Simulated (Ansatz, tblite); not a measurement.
Removing and adding an electron: Co(NH2)3 (CoN₃H₆). Charge 0, multiplicity 5. Geometry: PBE0-D4/def2-SVP. Ansatz, gas phase; energy differences of separate SCF runs; the oxidised species is a quartet (the sextet lies 0.14 eV higher at PBE0-D4/def2-TZVP); the reduced species is a quartet (the sextet lies 2.16 eV higher at PBE0-D4/def2-TZVPD).

```xyz
10

Co    0.0000    0.0000    0.0001
N    -1.4582   -0.4072   -1.0091
H    -1.6683   -0.0147   -1.9229
H    -2.1885   -1.0643   -0.7483
N     0.2587   -0.8266    1.6002
H    -0.3460   -1.5410    1.9970
H     1.0289   -0.6443    2.2380
N     1.1995    1.2338   -0.5910
H     1.1268    1.7540   -1.4613
H     2.0470    1.5102   -0.1028
```

The xTB rows come from tblite. At PBE-D4/def2-TZVP a triplet of charge 0 lies 0.35 eV below the quintet, each at its own geometry. At PBE-D4/def2-TZVP a sextet of charge 1 lies 0.17 eV below the quartet at the same geometry.

Estimate orbital energies and vertical ionisation energies and electron affinities at: GFN1-xTB; GFN2-xTB; PBE-D4/def2-TZVP; PBE-D4/def2-TZVPD; r2SCAN-D4/def2-TZVPD; PBE0-D4/def2-TZVPD.


```csv
level,−HOMO (eV),vertical IE (eV),−LUMO (eV),vertical EA (eV),HOMO–LUMO gap (eV),IE − EA (eV),remarks
GFN1-xTB,–,13.04,–,6.47,–,6.57,–
GFN2-xTB,–,11.55,–,5.67,–,5.88,–
PBE-D4/def2-TZVP,4.92,7.93,3.58,–,1.34,–,spin-contaminated (⟨S²⟩ 4.04) (+1 quartet)
PBE-D4/def2-TZVPD,5.11,–,3.75,0.72,1.35,–,HOMO above zero (-1 quartet)
r2SCAN-D4/def2-TZVPD,5.58,–,3.55,0.76,2.03,–,HOMO above zero (-1 quartet)
PBE0-D4/def2-TZVPD,6.90,–,2.22,1.09,4.68,–,HOMO above zero (-1 quartet)
```

Run but left out: r2SCAN-D4/def2-TZVP, PBE0-D4/def2-TZVP (charge +1 quartet: ⟨S²⟩ 4.36 to 4.52, where a pure state has 3.75).   A HOMO above zero means that the electron is unbound at that level or that self-interaction error raises the level; the energy of removing that electron tells which. HOMO and LUMO are the levels of the spin that leaves or enters (xTB has no such levels and no spin-polarisation term). Other spin states of the ions may lie lower, which would lower the ionisation energy or raise the affinity. Raw xTB energy differences between charge states are shifted by several eV; the methods need an empirical correction for them.
